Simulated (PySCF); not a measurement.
dimethyl selenide (C₂H₆Se), singlet, geometry from GFN2-xTB; PySCF with DF-BLYP/cc-pVDZ.

Here is a job for PySCF.
```python
from pyscf import gto, scf, dft

mol = gto.Mole()
mol.atom = '''
    C     1.427456   -0.352530    0.804101
    Se    0.018572    0.177668   -0.439477
    C    -1.491744   -0.262468    0.717145
    H     1.320476   -1.409446    1.036687
    H     2.381536   -0.173149    0.317011
    H     1.351604    0.247522    1.707869
    H    -1.464083   -1.323538    0.953742
    H    -2.402307   -0.025560    0.174512
    H    -1.432956    0.333430    1.624923
'''
mol.basis = 'cc-pvdz'
mol.charge = 0
mol.spin = 0
mol.verbose = 4
mol.build()

mf = dft.RKS(mol)
mf.xc = 'blyp'
mf = mf.density_fit(auxbasis='def2-universal-jkfit')
mf.kernel()
```

It wrote (shortened):

```
PySCF version 2.14.0

[INPUT] verbose = 4
[INPUT] num. atoms = 9
[INPUT] num. electrons = 52
[INPUT] charge = 0
[INPUT] spin (= nelec alpha-beta = 2S) = 0
[INPUT] symmetry False subgroup None
[INPUT] Mole.unit = angstrom
[INPUT] Symbol           X                Y                Z      unit          X                Y                Z       unit  Magmom
[INPUT]  1 C      1.427456000000  -0.352530000000   0.804101000000 AA    2.697500894867  -0.666185150693   1.519530666489 Bohr   0.0
[INPUT]  2 Se     0.018572000000   0.177668000000  -0.439477000000 AA    0.035095993585   0.335743861099  -0.830491168045 Bohr   0.0
[INPUT]  3 C     -1.491744000000  -0.262468000000   0.717145000000 AA   -2.818987607963  -0.495992636462   1.355207641601 Bohr   0.0
[INPUT]  4 H      1.320476000000  -1.409446000000   1.036687000000 AA    2.495337994061  -2.663466927364   1.959054506897 Bohr   0.0
[INPUT]  5 H      2.381536000000  -0.173149000000   0.317011000000 AA    4.500450795792  -0.327204188742   0.599063968474 Bohr   0.0
[INPUT]  6 H      1.351604000000   0.247522000000   1.707869000000 AA    2.554161388867   0.467748789805   3.227404666635 Bohr   0.0
[INPUT]  7 H     -1.464083000000  -1.323538000000   0.953742000000 AA   -2.766715893632  -2.501124335455   1.802311173495 Bohr   0.0
[INPUT]  8 H     -2.402307000000  -0.025560000000   0.174512000000 AA   -4.539702297126  -0.048301399744   0.329779885450 Bohr   0.0
[INPUT]  9 H     -1.432956000000   0.333430000000   1.624923000000 AA   -2.707894388552   0.630091381714   3.070659443507 Bohr   0.0

nuclear repulsion = 186.34325845434
number of shells = 34
number of NR pGTOs = 171
number of NR cGTOs = 85
basis = cc-pvdz
ecp = {}

******** <class 'pyscf.df.df_jk.DFRKS'> ********
method = DFRKS
initial guess = minao
damping factor = 0
level_shift factor = 0
DIIS = <class 'pyscf.scf.diis.CDIIS'>
diis_start_cycle = 1
diis_space = 8
diis_damp = 0
SCF conv_tol = 1e-09
SCF conv_tol_grad = None
SCF max_cycles = 50
direct_scf = False
XC library pyscf.dft.libxc version 7.1.2
    S. Lehtola, C. Steigemann, M. J. T. Oliveira, and M. A. L. Marques,  SoftwareX 7, 1–5 (2018)
XC functionals = blyp
    A. D. Becke,  Phys. Rev. A 38, 3098 (1988)
    C. Lee, W. Yang, and R. G. Parr,  Phys. Rev. B 37, 785 (1988)
    B. Miehlich, A. Savin, H. Stoll, and H. Preuss,  Chem. Phys. Lett. 157, 200 (1989)
radial grids:
    Treutler-Ahlrichs [JCP 102, 346 (1995); DOI:10.1063/1.469408] (M4) radial grids

becke partition: Becke, JCP 88, 2547 (1988); DOI:10.1063/1.454033
pruning grids: <function nwchem_prune>
grids dens level: 3
symmetrized grids: False
atomic radii adjust function: <function treutler_atomic_radii_adjust>
small_rho_cutoff = 0
Set gradient conv threshold to 3.16228e-05
Initial guess from minao.
tot grids = 107512
init E= -2480.42314174055
  HOMO = -0.235732057424181  LUMO = -0.0584013662510832  gap/eV = 4.82541
cycle= 1 E= -2481.26365733853  delta_E= -0.841  |g|= 0.417  |ddm|= 2.64
  HOMO = -0.132952322784615  LUMO = 0.0431443732330026  gap/eV = 4.79184
cycle= 2 E= -2481.18877754732  delta_E= 0.0749  |g|= 0.664  |ddm|= 0.989
  HOMO = -0.152528974519606  LUMO = 0.00783311807394593  gap/eV = 4.36367
cycle= 3 E= -2481.31184970083  delta_E= -0.123  |g|= 0.0785  |ddm|= 0.624
  HOMO = -0.165174190965872  LUMO = -0.000278209236729499  gap/eV = 4.48705
cycle= 4 E= -2481.31398979746  delta_E= -0.00214  |g|= 0.0176  |ddm|= 0.129
  HOMO = -0.16289778066902  LUMO = 0.00153932517557553  gap/eV = 4.47456
cycle= 5 E= -2481.31407345553  delta_E= -8.37e-05  |g|= 0.00383  |ddm|= 0.0222
  HOMO = -0.163474190252387  LUMO = 0.00126211364488205  gap/eV = 4.48270
cycle= 6 E= -2481.31407759701  delta_E= -4.14e-06  |g|= 0.000688  |ddm|= 0.00421
  HOMO = -0.163364245759134  LUMO = 0.00130880684244872  gap/eV = 4.48098
cycle= 7 E= -2481.31407774585  delta_E= -1.49e-07  |g|= 0.000116  |ddm|= 0.000884
  HOMO = -0.163365346938147  LUMO = 0.00130761876744412  gap/eV = 4.48098
cycle= 8 E= -2481.31407774985  delta_E= -4e-09  |g|= 1.32e-05  |ddm|= 0.000131
  HOMO = -0.163367894818782  LUMO = 0.00130531622642227  gap/eV = 4.48099
cycle= 9 E= -2481.31407774988  delta_E= -2.96e-11  |g|= 1.21e-06  |ddm|= 1.64e-05
  HOMO = -0.163367802125475  LUMO = 0.0013053147341493  gap/eV = 4.48098
Extra cycle  E= -2481.31407774991  delta_E= -2.5e-11  |g|= 2.15e-06  |ddm|= 3.38e-06
converged SCF energy = -2481.31407774991
```
